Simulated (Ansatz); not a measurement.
The first iterations of a band of CH$_{6}$Sn (8 atoms, charge 0, multiplicity 1).

Computed with Ansatz 0.2.0, RKS B3LYP-D4/def2-SVP.

```
movable images  : 6
climbing image  : no
spring          : 5.0 eV/Å²
optimiser       : quadratic models (default)
start path      : through a guess of the saddle point
force threshold : 0.05 eV/Å
iteration limit : 60
end points      : relaxed
```

Image 0:

```xyz
8
Properties=species:S:1:pos:R:3
Sn 0.449 0.019 0.030
C 1.063 -0.022 2.110
H 0.181 -0.134 2.758
H 1.744 -0.868 2.283
H 1.581 0.913 2.367
H 1.826 0.166 -0.993
H -0.597 1.358 -0.249
H -0.387 -1.433 -0.368
```

Image 7:

```xyz
8
Properties=species:S:1:pos:R:3
Sn 0.049 -0.029 -1.011
C 1.525 0.022 1.870
H 0.443 -0.177 1.812
H 2.014 -0.816 2.385
H 1.686 0.960 2.419
H 1.982 0.123 0.869
H -0.929 1.229 -0.193
H -0.912 -1.313 -0.213
```

| iteration | highest image above the first end (eV) | largest band force component (eV/Å) |
| --- | --- | --- |
| 1 | 3.864 | 3.443 |
| 2 | 2.969 | 2.403 |
| 3 | 2.408 | 1.389 |

**Question.** Does the band converge within its limit, and where does its top end?

**Answer.** The run converged. It ended after 11 iterations with the highest image 2.082 eV above the first end. Neighbouring images differ by up to 1.5 eV, so the band resolves the path poorly. No image climbed, so the highest image needn't sit at the top of the path. The orbitals stay closed-shell, which can raise the energy where a bond breaks towards radicals; this wasn't checked here.

Run time: 95 s on 1 thread of AMD EPYC 9R45 96-Core Processor (Zen 5), on a shared host, peak memory 0.15 GiB.
